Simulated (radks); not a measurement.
Results of a calculation; reference values are marked as such.
All-electron atom: Ga I in [Ar] 3d10 4s2 4p1 (the NIST ground configuration). Level of theory: scalar-relativistic Kohn-Sham, r2SCAN, spin-unpolarised, spherical densities, finite nucleus; meta-GGA in the generalised Kohn-Sham scheme; Fermi nuclear charge, rms radius 3.9973 fm; hard spherical wall at 6 bohr (a radial shooting solver on a logarithmic mesh with Libxc functionals).

Unscreened Slater integrals over Kohn-Sham orbitals (hartree). Empty in this configuration: 4d.

integral,value
"F0(4p,4p)",0.32180
"F2(4p,4p)",0.17245
"F0(4p,4s)",0.34890
"G1(4p,4s)",0.22874
"F0(4p,3d)",0.41246
"F2(4p,3d)",0.074721
"G1(4p,3d)",0.029735
"G3(4p,3d)",0.024079
"F0(4p,3p)",0.41669
"F2(4p,3p)",0.059937
"G0(4p,3p)",0.013282
"G2(4p,3p)",0.014920
"F0(4p,4d)",0.28156
"F2(4p,4d)",0.14525
"G1(4p,4d)",0.17071
"G3(4p,4d)",0.10816
"F0(4s,4s)",0.38852
"F0(4s,3d)",0.49714
"G2(4s,3d)",0.048438
"F0(4s,3p)",0.50470
"G1(4s,3p)",0.025569
"F0(4s,4d)",0.29489
"G2(4s,4d)",0.10202
"F0(3d,3d)",1.1548
"F2(3d,3d)",0.53075
"F4(3d,3d)",0.32962
"F0(3d,3p)",1.2334
"F2(3d,3p)",0.58027
"G1(3d,3p)",0.71435
"G3(3d,3p)",0.43429
"F0(3d,4d)",0.33175
"F2(3d,4d)",0.046112
"F4(3d,4d)",0.019209
"G0(3d,4d)",0.022159
"G2(3d,4d)",0.019927
"G4(3d,4d)",0.013878
"F0(3p,3p)",1.3322
"F2(3p,3p)",0.66567
"F0(3p,4d)",0.33499
"F2(3p,4d)",0.038736
"G1(3p,4d)",0.021415
"G3(3p,4d)",0.014805
"F0(4d,4d)",0.25956
"F2(4d,4d)",0.15074
"F4(4d,4d)",0.10509

Derived for the open shells (J is the average intra-shell exchange parameter used in DFT+U). 4p: J = F2/5 = 0.03449 hartree.
